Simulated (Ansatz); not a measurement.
A series at Ge: from `[CH3][Ge]([CH3])([CH3])[Br]`, ligands are replaced one by one, each step taking up H₂ and setting free CH₄; n counts the steps. Ansatz, PBE0-D4/def2-TZVP geometries.

CBS adds triple-zeta CCSD(T) − MP2 to the MP2 limit, frozen cores; atoms without spin–orbit coupling. Outer-core shells of Br, Ge are correlated without core-valence functions. Scalar relativity is left out up to krypton. Spin–orbit coupling is left out.

| n | molecule | atomization energy, CCSD(T)/CBS (kJ/mol) |
| --- | --- | --- |
| 0 | `[CH3][Ge]([CH3])([CH3])[Br]` | 5067.1 |
| 1 | `[CH3][GeH]([CH3])[Br]` | ? |
| 2 | `[CH3][GeH2][Br]` | 2521.8 |
| 3 | `[GeH3][Br]` | 1249.2 |

Question: By hand: fit a straight line y = ȳ + b (n − n̄) to the 3 given rows and predict n = 1.

Answer: n̄ = 1.667, ȳ = 2946.03; Σ(n − n̄)(y − ȳ) = -5938.97, Σ(n − n̄)² = 4.667, so b = -1272.55 kJ/mol a step. Prediction: 2946.03 + (-1272.55) × (-0.667) = 3794.8 kJ/mol.

Question: By hand: compare with the computed value, 3794.4 kJ/mol, and give the steps along the whole series.

Answer: The line misses by -0.4 kJ/mol (computed minus predicted). Steps: -1272.7, -1272.6, -1272.6 kJ/mol.

The steps differ by at most 0.1 kJ/mol, 0.0 % of a mean step, so the ligands' effects nearly add and a line is close. The miss is 0.0 % of the series' range. The energies themselves are unsure by some kJ/mol a bond, though much of that is common to the series.
